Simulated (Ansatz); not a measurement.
Z-matrix (Å, degrees):
```
Al
I 1 2.4633
I 1 2.4633 2 120.00
I 1 2.4633 2 120.00 3 180.00
```
Charge 0, multiplicity 1.

Computed with frozen-core CCSD(T)/def2-TZVPP // B3LYP-D3(BJ)/def2-TZVP (Ansatz, a quantum-chemistry and plane-wave program).

| Item | Value |
|---|---|
| HF energy | -1132.10868 Ha |
| MP2 correlation energy | -1.55034 Ha |

Estimate the CCSD correlation energy, the (T) correction, the total energy and the T1 diagnostic.


```json
{
  "CCSD correlation energy": "-1.46250 Ha",
  "(T) correction": "-0.03485 Ha",
  "CCSD(T) total energy": "-1133.60603 Ha",
  "T1 diagnostic": "0.008"
}
```
